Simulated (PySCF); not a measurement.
trifluorosilylmethanol (CH3F3OSi), SMILES OC[Si](F)(F)F.

Geometry: PBE0-D3(BJ)/def2-SVP. Other conformers were not sampled.

All values below come from PBE/def2-TZVP (PySCF).

| Item | Value |
|---|---|
| total energy | -703.99092 hartree |
| highest occupied level | -6.74 eV |
| lowest empty level | -0.67 eV |
| orbital gap | 6.07 eV |
| dipole moment | 1.79 D |
| quadrupole, principal values (traceless, Buckingham form, about the centre of nuclear charge) | -6.70, 1.91, 4.79 D·Å |
| mean static polarisability | 39.2 bohr³ (5.81 Å³) |
| polarisability, principal values | 36.2, 38.5, 43.0 bohr³ |
